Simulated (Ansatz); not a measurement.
Born–Oppenheimer molecular dynamics of C3H3Li (7 atoms, charge 0, multiplicity 1). It starts from a relaxed structure.

Theory: Ansatz 0.2.0, RKS LDA/def2-SVP.

```
ensemble        : NVT, Nosé–Hoover chain
time step       : 0.25 fs
steps asked     : 300
set temperature : 500 K
thermostat      : time constant 300 fs, chain length 5
seed            : 505402
```

Frames 0.25 fs apart, positions in Å.

Velocities at 40.0 fs (Å/ps):

```
Li 2.61 -0.61 1.72
C -0.84 0.23 0.20
C -0.17 3.49 -1.62
C -3.80 -2.07 -0.25
H 35.70 -1.08 1.57
H -5.54 -6.48 -9.13
H 9.29 -7.91 15.70
```

```xyz
7
Properties=species:S:1:pos:R:3 time_fs=40.0 energy_less_start_eV=0.204 T=187
Li -2.239 -2.641 0.025
C -1.170 -1.096 -0.144
C -0.285 -0.238 -0.025
C 0.723 0.713 0.045
H 1.655 0.560 -0.633
H 1.165 0.619 1.058
H 0.340 1.740 -0.002
7
Properties=species:S:1:pos:R:3 time_fs=40.2 energy_less_start_eV=0.223 T=158
Li -2.239 -2.641 0.025
C -1.170 -1.096 -0.144
C -0.285 -0.238 -0.025
C 0.722 0.712 0.045
H 1.664 0.560 -0.632
H 1.163 0.618 1.056
H 0.343 1.738 0.001
7
Properties=species:S:1:pos:R:3 time_fs=40.5 energy_less_start_eV=0.241 T=131
Li -2.238 -2.641 0.025
C -1.170 -1.096 -0.144
C -0.285 -0.237 -0.026
C 0.721 0.712 0.045
H 1.672 0.560 -0.632
H 1.162 0.616 1.054
H 0.345 1.737 0.005
7
Properties=species:S:1:pos:R:3 time_fs=40.8 energy_less_start_eV=0.257 T=106
Li -2.237 -2.642 0.026
C -1.170 -1.096 -0.143
C -0.286 -0.236 -0.026
C 0.721 0.711 0.045
H 1.678 0.560 -0.631
H 1.161 0.615 1.052
H 0.347 1.736 0.008
7
Properties=species:S:1:pos:R:3 time_fs=41.0 energy_less_start_eV=0.270 T=86
Li -2.237 -2.642 0.026
C -1.171 -1.096 -0.143
C -0.286 -0.236 -0.027
C 0.720 0.711 0.045
H 1.684 0.561 -0.629
H 1.161 0.614 1.050
H 0.350 1.735 0.012
7
Properties=species:S:1:pos:R:3 time_fs=41.2 energy_less_start_eV=0.280 T=70
Li -2.236 -2.642 0.027
C -1.171 -1.096 -0.143
C -0.286 -0.235 -0.028
C 0.720 0.711 0.045
H 1.689 0.561 -0.627
H 1.160 0.613 1.050
H 0.352 1.735 0.015
7
Properties=species:S:1:pos:R:3 time_fs=41.5 energy_less_start_eV=0.286 T=60
Li -2.235 -2.642 0.027
C -1.171 -1.096 -0.143
C -0.287 -0.235 -0.028
C 0.720 0.710 0.045
H 1.693 0.562 -0.625
H 1.160 0.612 1.049
H 0.354 1.736 0.017
7
Properties=species:S:1:pos:R:3 time_fs=41.8 energy_less_start_eV=0.289 T=56
Li -2.235 -2.642 0.028
C -1.171 -1.096 -0.143
C -0.287 -0.234 -0.029
C 0.720 0.710 0.045
H 1.695 0.563 -0.623
H 1.160 0.611 1.048
H 0.356 1.737 0.020
7
Properties=species:S:1:pos:R:3 time_fs=42.0 energy_less_start_eV=0.288 T=58
Li -2.234 -2.642 0.028
C -1.172 -1.096 -0.143
C -0.288 -0.234 -0.030
C 0.720 0.710 0.045
H 1.697 0.564 -0.620
H 1.160 0.610 1.048
H 0.358 1.738 0.022
7
Properties=species:S:1:pos:R:3 time_fs=42.2 energy_less_start_eV=0.283 T=66
Li -2.233 -2.642 0.028
C -1.172 -1.096 -0.143
C -0.289 -0.234 -0.030
C 0.721 0.709 0.045
H 1.697 0.565 -0.617
H 1.160 0.610 1.049
H 0.360 1.740 0.024
7
Properties=species:S:1:pos:R:3 time_fs=42.5 energy_less_start_eV=0.274 T=78
Li -2.233 -2.642 0.029
C -1.172 -1.097 -0.143
C -0.290 -0.234 -0.031
C 0.721 0.709 0.045
H 1.697 0.566 -0.613
H 1.161 0.609 1.050
H 0.362 1.742 0.026
7
Properties=species:S:1:pos:R:3 time_fs=42.8 energy_less_start_eV=0.263 T=96
Li -2.232 -2.642 0.029
C -1.173 -1.097 -0.142
C -0.290 -0.234 -0.032
C 0.722 0.709 0.045
H 1.695 0.568 -0.610
H 1.161 0.609 1.051
H 0.364 1.745 0.027
```

Of the whole run (75 fs, mean temperature of the second half 227 K): The conserved energy stayed within 0.092 meV per atom of its start (net change 0.07 meV per atom), so the integration is sound. The mean temperature of the second half is 55 % below the set value. A run of 0.075 ps of so small a system gives no equilibrium averages.

Run time: 4.3 min on 1 CPU thread of a shared host.
